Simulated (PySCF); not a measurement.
## How methods differ on the ionisation energy of Xe²⁺

Xe²⁺ [Kr] 4d10 5s2 5p4 (3P) → Xe³⁺ [Kr] 4d10 5s2 5p3 (4S), as a difference of total energies. Calculation: PySCF 2.14, in aug-cc-pwCVDZ-PP with ECP28MDF (6s5p4d1f, 48 functions); scalar relativity through the core potential. Correlated levels: valence and next inner shell: nothing frozen outside the core potential. The calculations carry no spin-orbit coupling.

| method | ionisation energy (eV) | difference from reference (eV) |
| --- | --- | --- |
| UHF | 29.272 | -1.778 |
| MP2 (valence and next inner shell) | 29.794 | -1.256 |
| SCS-MP2 (valence and next inner shell) | 29.770 | -1.280 |
| CCSD (valence and next inner shell) | 29.788 | -1.262 |
| CCSD(T) (valence and next inner shell) | 29.805 | -1.245 |

Reference: 31.05 ± 0.04 eV (semi-empirical (NIST evaluation); NIST Atomic Spectra Database, ionization energies).

The reference lies between the lowest fine-structure levels, while these numbers refer to the centres of the terms.

Errors of the correlated levels include the incompleteness of this basis.
